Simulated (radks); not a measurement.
The numbers below are computed, except where a source is named.
Species: Hf55+. Configuration: [He] 2s2 2p5 3s2 3p6 (not the ground configuration). Level of theory: non-relativistic Kohn-Sham, TPSS, spin-unpolarised, spherical densities, point nucleus; meta-GGA in the generalised Kohn-Sham scheme; relativity is left out, which matters for an element this heavy (a radial shooting solver on a logarithmic mesh with Libxc functionals). Some entries of the table are withheld. Estimate them.

| orbital | occ. | eigenvalue (eV) | <1/r> (bohr^-1) |
|---|---|---|---|
| 1s | 2 | (1) | 71.49 |
| 2s | 2 | -13800.57 | 17.01 |
| 2p | 5 | -13443.61 | 16.98 |
| 3s | 2 | (2) | (3) |
| 3p | 6 | -5380.901 | 7.048 |
| 3d | 0 | -5158.172 | 6.964 |
| 4s | 0 | -2939.899 | (4) |
| 4p | 0 | -2875.797 | 3.782 |
| 4f | 0 | -2691.262 | 3.659 |

Answer. 
(1) 1s eigenvalue (eV): -64459.97
(2) 3s eigenvalue (eV): -5524.382
(3) 3s <1/r> (bohr^-1): 7.094
(4) 4s <1/r> (bohr^-1): 3.808
